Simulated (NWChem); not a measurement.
Electron attachment to Br (+1)

```xyz
1

Br     0.0000     0.0000     0.0000
```
Charge +1, spin multiplicity 3.

Program: NWChem.

Basis set: def2-TZVPD. The species with one electron more has spin multiplicity 2. Δ marks differences of total energies (open shells unrestricted). −ε marks an orbital energy of the parent. That orbital need not have the symmetry of the hole or added electron in the Δ rows.

The Hamiltonian is non-relativistic. No SCF solution was tested for a lower state. Open-shell Hartree-Fock references start from PBE0 orbitals.

Problem. One of these methods gave a vertical electron affinity of 11.97 eV. Which?
(A) −ε(beta LUMO) of HF
(B) ΔBP86
(C) −ε(beta LUMO) of PBE
(D) −ε(beta LUMO) of BP86

Solution. B, ΔBP86. The others give 9.86 (−ε(beta LUMO) of HF), 16.38 (−ε(beta LUMO) of BP86), 16.20 (−ε(beta LUMO) of PBE).
